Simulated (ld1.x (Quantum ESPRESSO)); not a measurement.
# Which change was made? (Sr, TM)

```json
{"Element": "Sr (Z = 38)", "Generator": "ld1.x (Quantum ESPRESSO) 7.5", "Type": "norm-conserving Troullier–Martins (Kleinman–Bylander form)", "Functional": "PBE", "Relativity": "scalar-relativistic", "Frozen core": "[Kr]", "Valence charge": "2", "Reference configuration": "4d1 5s1 5p0", "Partial waves": "5s (bound): rc 3.75 bohr; 5p (bound, empty): rc 3.10 bohr; 4d (bound): rc 4.00 bohr", "Local potential": "all-electron potential smoothed inside 3.95 bohr (lloc = -1)", "Core correction": "none"}
```

Cutoffs, loose and tight: the cutoffs (Ry, on a coarse ladder) from which the occupation-weighted sum of valence levels, in a spherical-Bessel basis at the reference potential, stays within 10 and 1 mRy of its value at 400 Ry. They do not see the model core or the augmentation charge, which bear on the density cutoff. Test errors are all-electron minus pseudo excitation energies from the reference, over the configurations 4d0 5s2 5p0; 4d0 5s1 5p0; 4d0 5s1.5 5p0; 4d0.5 5s1.5 5p0; 4d0 5s0 5p1; 4d1 5s0 5p0; 4d0 5s0 5p2; variants that change the core or the reference have their own tests. The largest error is taken over the tests solved by every variant that gives reliable tests at all, those not shown here included: 4d0 5s1.5 5p0; 4d0 5s2 5p0; 4d0.5 5s1.5 5p0; 4d1 5s0 5p0.

The base gives: outcome: generated; cutoff, loose: 10 Ry; cutoff, tight: 12 Ry; bound ghosts: p; largest test error (meV): +130.

(1) After one change the result is: outcome: generated; cutoff, loose: 8 Ry; cutoff, tight: 12 Ry; bound ghosts: none; largest test error (meV): +130. Which change was it?
A. local potential all-electron potential smoothed inside 2.82 bohr (lloc = -1)
B. local potential all-electron potential smoothed inside 4.60 bohr (lloc = -1)
C. local potential all-electron potential smoothed inside 3.48 bohr (lloc = -1)

Results:

(1) C. The others give: local potential all-electron potential smoothed inside 4.60 bohr (lloc = -1) → outcome: generated; cutoff, loose: 10 Ry; cutoff, tight: 12 Ry; bound ghosts: none; largest test error (meV): +130 | local potential all-electron potential smoothed inside 2.82 bohr (lloc = -1) → outcome: generated; cutoff, loose: 8 Ry; cutoff, tight: 12 Ry; bound ghosts: s; largest test error (meV): +130.
